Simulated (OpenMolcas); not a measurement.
Exact exchange and the vertical ionisation energy of GaSiH4OF

The species is GaSiH4OF (8 atoms), meant as a singlet with charge 0. SMILES: `[F][GaH][O][SiH3]`. The shape is that of a PBE0-D4/def2-TZVP optimisation. This is one conformer, not always the lowest.

The vertical ionisation energy (to the doublet cation) y, in eV, basis 6-31G(d); a is the functional's share of exact exchange. Programs: OpenMolcas 26.06.

| functional | program | a | y (eV) |
| --- | --- | --- | --- |
| revPBE | OpenMolcas | 0 | 10.43 |
| BLYP | OpenMolcas | 0 | 10.34 |
| B3LYP | OpenMolcas | 0.2 | 10.92 |
| PBE0 | OpenMolcas | 0.25 | ? |
| BHLYP | OpenMolcas | 0.5 | 11.15 |

**Question.** Fit y = c + s·a to the known rows and predict PBE0.

**Answer.** 
1. Means of the 4 rows: a = 0.1750, y = 10.710.
2. Σ(Δa)² = 0.1675, Σ(Δa·Δy) = 0.262, so the slope is 0.262/0.1675 = 1.5642.
3. Intercept: 10.710 − (1.5642) × 0.1750 = 10.436. The largest residual of the fit is 0.17.
4. PBE0: 10.436 + (1.5642) × 0.25 = 10.83 eV.

The run gave 10.95 eV, so the prediction is off by -0.12 eV, within the largest residual.
